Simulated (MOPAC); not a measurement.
A run for MOPAC: AM1 on ClH5Si (a complex), monomers drawn apart or pushed together.

```
AM1 1SCF PRECISE CHARGE=0 THREADS=1
ClH5Si

Cl    -0.06853986 1    -0.33803311 1    -0.32481316 1
H     -0.67544480 1    -1.32229006 1     0.22906320 1
Si     0.00902395 1     0.10444415 1     3.03702783 1
H      0.82492019 1     1.21396967 1     2.50016149 1
H     -1.37198231 1     0.19550666 1     2.51204524 1
H     -0.02618256 1     0.18206252 1     4.51579729 1
H      0.59864494 1    -1.19246728 1     2.63367258 1
```

Output:

```
*******************************************************************************
 **                                                                           **
 **                              MOPAC v23.2.5                                **
 **                                                                           **
 *******************************************************************************
 ** MOPAC's Digital Object Identifier: https://doi.org/10.5281/zenodo.6511958 **
 **                                                                           **
 ** Please cite the open-source release paper for use of this MOPAC version:  **
 ** J. E. Moussa and J. J. P. Stewart (2026)                                  **
 ** MOPAC: An open-source semiempirical molecular orbital program             **
 ** J. Open Source Softw., 11(119), 8025, https://doi.org/10.21105/joss.08025 **
 *******************************************************************************

                              AM1 CALCULATION RESULTS

 *******************************************************************************
 *  AM1        - The AM1 Hamiltonian to be used
 *
 *
 *
 *                 CHARGE ON SYSTEM = 0
 *
 *
 *
 *  PRECISE    - TIGHTER CRITERIA TO BE USED
 *  1SCF       - DO 1 SCF AND THEN STOP
 *  THREADS=1  - MULTI-THREADING NOT USED
 *  T=         - A TIME OF 172800.0 SECONDS REQUESTED
 *  DUMP=N     - RESTART FILE WRITTEN EVERY 7200.0 SECONDS REQUESTED
 *******************************************************************************
AM1 1SCF PRECISE CHARGE=0 THREADS=1
 ClH5Si

   ATOM   CHEMICAL          X               Y               Z
  NUMBER   SYMBOL      (ANGSTROMS)     (ANGSTROMS)     (ANGSTROMS)

     1      Cl         -0.06853986  *  -0.33803311  *  -0.32481316  *
     2       H         -0.67544480  *  -1.32229006  *   0.22906320  *
     3      Si          0.00902395  *   0.10444415  *   3.03702783  *
     4       H          0.82492019  *   1.21396967  *   2.50016149  *
     5       H         -1.37198231  *   0.19550666  *   2.51204524  *
     6       H         -0.02618256  *   0.18206252  *   4.51579729  *
     7       H          0.59864494  *  -1.19246728  *   2.63367258  *



          CARTESIAN COORDINATES

    NO.       ATOM           X           Y           Z

     1        Cl         -0.0685     -0.3380     -0.3248
     2         H         -0.6754     -1.3223      0.2291
     3        Si          0.0090      0.1044      3.0370
     4         H          0.8249      1.2140      2.5002
     5         H         -1.3720      0.1955      2.5120
     6         H         -0.0262      0.1821      4.5158
     7         H          0.5986     -1.1925      2.6337

  H: (AM1): M.J.S. DEWAR ET AL, J. AM. CHEM. SOC. 107 3902-3909 (1985)
 Si: (AM1): M.J.S.DEWAR, C. JIE, ORGANOMETALLICS, 6, 1486-1490 (1987).
 Cl: (AM1): M.J.S. DEWAR AND E. G. ZOEBISCH, THEOCHEM, 180, 1 (1988).

           Empirical Formula: H5 Cl Si  =     7 atoms



      MOLECULAR POINT GROUP   :   C1


      RHF CALCULATION, NO. OF DOUBLY OCCUPIED LEVELS = 8


 -------------------------------------------------------------------------------
 AM1 1SCF PRECISE CHARGE=0 THREADS=1
 ClH5Si



     1SCF WAS SPECIFIED, SO BFGS WAS NOT USED
     SCF FIELD WAS ACHIEVED


                              AM1 CALCULATION
                                                       MOPAC v23.2.5 Linux




          FINAL HEAT OF FORMATION =        -18.73790 KCAL/MOL =     -78.39936 KJ/MOL


          COSMO AREA              =        115.21 SQUARE ANGSTROMS
          COSMO VOLUME            =        102.55 CUBIC ANGSTROMS

          IONIZATION POTENTIAL    =         11.674904 EV
          HOMO LUMO ENERGIES (EV) =        -11.675  1.519
          NO. OF FILLED LEVELS    =          8
          MOLECULAR WEIGHT        =         68.5780         POINT GROUP:  C1

          MOLECULAR DIMENSIONS (Angstroms)

            Atom       Atom       Distance
            H     6   Cl     1     4.86866
            H     4    H     2     2.71658
            H     7    H     5     2.41149


          SCF CALCULATIONS        =          1





   ATOM   CHEMICAL          X               Y               Z
  NUMBER   SYMBOL      (ANGSTROMS)     (ANGSTROMS)     (ANGSTROMS)

     1      Cl         -0.06853986  *  -0.33803311  *  -0.32481316  *
     2       H         -0.67544480  *  -1.32229006  *   0.22906320  *
     3      Si          0.00902395  *   0.10444415  *   3.03702783  *
     4       H          0.82492019  *   1.21396967  *   2.50016149  *
     5       H         -1.37198231  *   0.19550666  *   2.51204524  *
     6       H         -0.02618256  *   0.18206252  *   4.51579729  *
     7       H          0.59864494  *  -1.19246728  *   2.63367258  *

                             CARTESIAN COORDINATES

   1   Cl       -0.068539860    -0.338033110    -0.324813160
   2    H       -0.675444800    -1.322290060     0.229063200
   3   Si        0.009023950     0.104444150     3.037027830
   4    H        0.824920190     1.213969670     2.500161490
   5    H       -1.371982310     0.195506660     2.512045240
   6    H       -0.026182560     0.182062520     4.515797290
   7    H        0.598644940    -1.192467280     2.633672580


           Empirical Formula: H5 Cl Si  =     7 atoms



      MOLECULAR POINT GROUP   :   C1


                  EIGENVALUES
 -37.13577 -16.98424 -16.02066 -13.01375 -12.60403 -12.30932 -12.16770 -11.67490
   1.51879   1.53560   1.62487   1.80312   2.07811


              NET ATOMIC CHARGES AND DIPOLE CONTRIBUTIONS

  ATOM NO.   TYPE          CHARGE      No. of ELECS.   s-Pop       p-Pop
    1         Cl          -0.165634        7.1656     1.98011     5.18552
    2          H           0.170719        0.8293     0.82928
    3         Si           0.610743        3.3893     0.87105     2.51821
    4          H          -0.142336        1.1423     1.14234
    5          H          -0.157269        1.1573     1.15727
    6          H          -0.155865        1.1559     1.15586
    7          H          -0.160359        1.1604     1.16036
 DIPOLE           X         Y         Z       TOTAL
 POINT-CHG.    -0.442    -0.704     0.339     0.898
 HYBRID        -0.175    -0.293     0.140     0.369
 SUM           -0.617    -0.997     0.480     1.267


          ATOMIC ORBITAL ELECTRON POPULATIONS

     Atom    s        px        py        pz
    1 Cl   1.98011   1.81809   1.52103   1.84640
    2  H   0.82928
    3 Si   0.87105   0.83757   0.84186   0.83877
    4  H   1.14234
    5  H   1.15727
    6  H   1.15586
    7  H   1.16036

 **********************
 *                    *
 * JOB ENDED NORMALLY *
 *                    *
 **********************




 == MOPAC DONE ==
```

The run finished.

Cost: roughly 0.05 core-seconds.
